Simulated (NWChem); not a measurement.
BeHSeCl; SMILES [SeH][Be][Cl]

```xyz
4

Be     0.0065    -0.7156     0.0000
Cl     0.0156    -2.5312     0.0000
Se     0.0338     1.3106     0.0000
H     -1.4398     1.3315     0.0000
```
Atoms are numbered in this order, from 1.

Program: NWChem. Structure relaxed at the PBE0/def2-SVP level. Ions are spin-unrestricted doublets at the neutral geometry; other ion states weren't tried.

### Question
What does the run give for PBE/def2-SVP? Quantities: vertical ionisation energy, ΔSCF (eV); −ε(HOMO) (eV).

### Answer
```
Property                               Result
-------------------------------------  ------
vertical ionisation energy, ΔSCF (eV)    9.63
−ε(HOMO) (eV)                            6.23
```
